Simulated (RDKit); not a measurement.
Job for RDKit: MMFF94 on C2H6Si (a complex), monomers drawn apart or pushed together.

```python
from rdkit import Chem
from rdkit.Chem import AllChem, rdDetermineBonds

blocks = [
'''5

Si    0.28503007   -0.06825027    0.05125977
H     1.12559523    1.00353475    0.62741118
H    -1.14374990    0.22837291    0.29482541
H     0.63804009   -1.36812702    0.66242898
H     0.52258807   -0.13895291   -1.41043215
''',
'''4

C    -0.06383410   -0.06048432    5.19707786
C    -1.16800126    0.35725693    5.00075147
H     0.91698111   -0.43174909    5.36826546
H    -2.14788854    0.72772619    4.82275930
''',
]
mol = None
for b in blocks:
    f = Chem.MolFromXYZBlock(b)
    rdDetermineBonds.DetermineBonds(f, charge=0)
    mol = f if mol is None else Chem.CombineMols(mol, f)
Chem.SanitizeMol(mol)
print(Chem.MolToSmiles(Chem.RemoveHs(mol)))
ff = AllChem.MMFFGetMoleculeForceField(mol, AllChem.MMFFGetMoleculeProperties(mol), nonBondedThresh=100.0, ignoreInterfragInteractions=False)
e = ff.CalcEnergy()
print(f'MMFF94 energy {e:.6f} kcal/mol')
```

The log:

```
C#C.[SiH4]
MMFF94 energy 2.045029 kcal/mol
```

The run finished.

Cost: around 0.010 core-seconds (rough).
